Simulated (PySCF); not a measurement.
Compound: C2H7OSSi (doublet state).
Z-matrix (Å and degrees, GFN2-xTB geometry), rows numbered from 1:
```
C 
C   1  1.4869
O   2  1.3861  1  118.50
S   2  1.7357  1  120.02  3   146.56
Si  4  2.1668  2   95.71  1  -160.39
H   1  1.0861  2  109.14  3   179.23
H   1  1.0921  2  110.29  3    59.57
H   1  1.0988  2  112.26  3   -60.86
H   3  0.9657  2  110.97  1    10.91
H   5  1.4568  4  100.57  2  -173.15
H   5  1.4518  4  108.46  2   -54.44
H   5  1.4564  4  107.97  2    70.09
```

The hyperfine couplings belong to this conformer and change with its torsions.

The species is `S([SiH3])[C](C)O` [radical].

Theory: UKS B3LYP, pcH-1 on C H O S Si, non-relativistic, mean-field spin-orbit, GIAO (PySCF 2.14.0). The structure is a single GFN2-xTB conformer in the gas phase; no vibrational or solvent corrections. Couplings are sensitive to structure, and on GFN2-xTB geometries they can be far from those on DFT ones. No stability test was run, so a lower SCF solution isn't excluded.

Question: Where do the isotropic ENDOR lines of H6/H7/H8, H9 and H10/H11/H12 fall at 333.6 mT, to first order?

Answer: ν± = |νn ± a/2|, one line for each electron-spin manifold; νn = |g_N| × 7.62259 MHz/T × B.

```tsv
nuclei	isotope	g_N	νn (MHz)	a_iso (MHz)	lower line (MHz)	upper line (MHz)
H6/H7/H8	1H	5.5857	14.20	50.25	10.92	39.33
H9	1H	5.5857	14.20	24.78	1.82	26.59
H10/H11/H12	1H	5.5857	14.20	5.68	11.36	17.05
```

Question: Which pairs are centred on the nuclear Larmor frequency, and which on half the coupling?

Answer: Centred on νn, since |a| < 2νn: H9 and H10/H11/H12. Centred on |a|/2 and split by 2νn: H6/H7/H8.

Question: At what field would the lower line of H9 fall to zero frequency?

Answer: Where νn = |a|/2, that is B = 12.39 MHz/(5.5857 × 7.62259 MHz/T) = 291 mT, as far as first order holds there.

Means are taken over nuclei equivalent by connectivity, which assumes that they swap fast. The three 1H nuclei of mean +50.3 MHz run from 5.9 to 99.5 MHz in the frozen geometry. The three 1H nuclei of mean +5.7 MHz run from -2.1 to 9.9 MHz in the frozen geometry.

The Mulliken spin populations are largest on C2 (+0.77), S4 (+0.11), H8 (+0.07) and O3 (+0.06). C2 is the only atom above +0.15. The angles at C2 add up to 351.9°, so it is slightly pyramidal.
